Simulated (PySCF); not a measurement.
## Spinor energies of Te⁴⁺ (tellurium, charge +4)

Start: [Kr] 4d10 5s2. Calculated with PySCF 2.14 in x2c-TZVPPall-2c: generalised Hartree-Fock with the X2C-1e Hamiltonian and a Gaussian nucleus; one run each with spin-orbit coupling (SO) switched off, then screened by Boettger's factors.

```csv
spinor shell,electrons,"ε, spin-free (eV)","ε, screened SO (eV)",weight of nominal j (screened SO),"rms radius, screened SO (bohr)"
1s1/2,2,-32017.2,-32013.9,1.000,0.0318
2s1/2,2,-5044.4,-5043.5,1.000,0.130
2p1/2,2,-4525.8,-4716.5,1.000,0.112
3s1/2,2,-1080.6,-1080.3,1.000,0.343
3p1/2,2,-907.80,-944.43,1.000,0.336
3p3/2,4,-907.80,-891.14,1.000,0.347
3d3/2,4,-647.38,-653.80,1.000,0.320
3d5/2,6,-647.38,-642.88,1.000,0.323
4s1/2,2,-236.60,-236.55,1.000,0.814
4p1/2,2,-180.41,-187.44,1.000,0.858
4p3/2,4,-180.41,-177.22,1.000,0.886
4d3/2,4,-96.100,-97.046,1.000,1.03
4d5/2,6,-96.100,-95.448,1.000,1.04
5s1/2,2,-56.514,-56.514,1.000,2.02
```

Where does 2p3/2 lie, and what is the 2p spin-orbit splitting (screened SO)?

At -4439.5 eV, 277.05 eV above 2p1/2.

| quantity | spin-free | screened SO |
| --- | --- | --- |
| E (hartree) | -6786.68595 | -6788.56896 |
| M_J | 0 | 0 |
| ⟨J²⟩ | 0.000 | 0.000 |
| ⟨L²⟩ | 0.000 | 0.020 |
| ⟨S²⟩ | 0.000 | 0.020 |

Breit and QED terms are absent; they matter most for the inner s and p1/2 levels.

Densities and radii are taken from the X2C orbitals without a picture-change correction, which distorts them close to the nucleus.

Without spin-orbit coupling the j labels of p, d and f shells carry no meaning; the spin-free column gives the mean over the occupied spinors of each nl shell.
